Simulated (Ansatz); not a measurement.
Ideal-gas functions of CH4AlB2Cl, SMILES `Cl[B]1B[CH2][AlH]1` at 600 K and 1 bar, from an Ansatz frequency run at PBE0-D4/def2-TZVP.

Molar mass 100.1 g/mol, point group C1 (symmetry number 1), electronic degeneracy 1, moments of inertia 71.661, 294.649, 349.612 u Å². Harmonic wavenumbers (cm⁻¹, unscaled): 130, 208, 287, 333, 401, 456, 468, 514, 558, 683, 767, 857, 893, 1004, 1089, 1183, 1438, 1920, 2593, 2777, 3200.

Use S(trans) = R[1.5 ln M + 2.5 ln T − 1.1517]; rotational temperatures θ = 24.2544 K / I; S(rot) = R[ln(√π/σ · √(T³/θAθBθC)) + 1.5]; for each mode x = 1.438777 ν̃/T, S = R[x/(eˣ − 1) − ln(1 − e⁻ˣ)] and H = RT x/(eˣ − 1); 1 cm⁻¹ = 0.0119627 kJ/mol; R = 8.31446 J/(mol·K).

Task: By hand: the entropy, in J/(mol·K).

Result: Translation 180.8. Rotation: θ = 0.3385, 0.0823, 0.0694 K, giving 123.0. Vibration, mode by mode: 18.04, 14.18, 11.58, 10.40, 8.95, 7.97, 7.78, 7.08, 6.49, 5.08, 4.33, 3.65, 3.41, 2.77, 2.35, 1.97, 1.21, 0.47, 0.12, 0.08, 0.03, in all 118.0. Electronic 0.0. Sum 421.8 J/(mol·K).

Task: By hand: H − E and G − E in kJ/mol, counted from the electronic energy.

Result: Zero-point energy ½ × 21759 × 0.0119627 = 130.1; thermal vibration 38.8; translation, rotation and pV give 4 RT = 20.0. H − E = 188.9 kJ/mol, and G − E = 188.9 − 600 × 421.8/1000 = -64.2 kJ/mol.

Vibration gives 28 % of the entropy, 18.0 J/(mol·K) of it from the mode under 150 cm⁻¹: soft modes count most, and the harmonic formula is weakest for them. The sum counts one conformer and one mirror image; others add a mixing term.
